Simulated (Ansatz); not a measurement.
`[CH3][AlH][O][SiH3]` + CH₃SH → `[CH3][AlH][S]C` + silanol at 500 K and 1 bar (ligand exchange at the Al–O bond).

Isolated molecules relaxed with PBE0-D4/def2-TZVP in Ansatz; ΔE leaves out vibrations. CCSD(T)/CBS adds triple-zeta CCSD(T) − MP2 to the extrapolated MP2 energy (def2 sets, frozen cores). This one scheme is used for every species. Each species was taken in one conformer, which may not be the lowest.

| species | CCSD(T)/CBS energy (Eh) | H − E (kJ/mol) | S (J/(mol·K)) |
| --- | --- | --- | --- |
| `[CH3][AlH][O][SiH3]` | -648.63113 | 239.5 | 464.4 |
| CH₃SH | -438.22835 | 145.1 | 283.7 |
| `[CH3][AlH][S]C` | -720.14936 | 262.6 | 427.8 |
| `O[SiH3]` | -366.69042 | 127.5 | 292.9 |

H − E and S are ideal-gas, rigid-rotor, harmonic terms from PBE0-D4/def2-TZVP, for one conformer and one mirror image of each species. 1 Eh = 2625.50 kJ/mol, R = 8.31446 J/(mol·K).

Question: By hand: ΔE, ΔH, ΔS and ΔG.

Answer: ΔE = (-720.14936) + (-366.69042) − (-648.63113) − (-438.22835) = 0.01970 Eh = 51.7 kJ/mol. Δ(H − E) = 262.6 + 127.5 − 239.5 − 145.1 = 5.5, so ΔH = 57.2 kJ/mol. ΔS = 427.8 + 292.9 − 464.4 − 283.7 = -27.4 J/(mol·K). ΔG = 57.2 − 500 × (-27.4)/1000 = 70.9 kJ/mol.

Question: By hand: the equilibrium constant, and the temperature at which ΔG would vanish if ΔH and ΔS stayed fixed.

Answer: log₁₀ K = −ΔG/(RT ln 10) = -7.4. ΔH and −TΔS have one sign here, so there is no such temperature.

ΔH outweighs TΔS. A doubt of 5 kJ/mol in ΔE shifts log₁₀ K by 0.5 here. Other conformers and mirror images would add mixing entropy, several J/(mol·K) or more a flexible species. Modes under 60 cm⁻¹, often nearly free rotors, make the harmonic entropy too high. These are equilibria of isolated gas molecules and say nothing of rates. Largest T1 diagnostic: 0.011 (customary marks: 0.02 for closed shells, 0.045 for open ones).
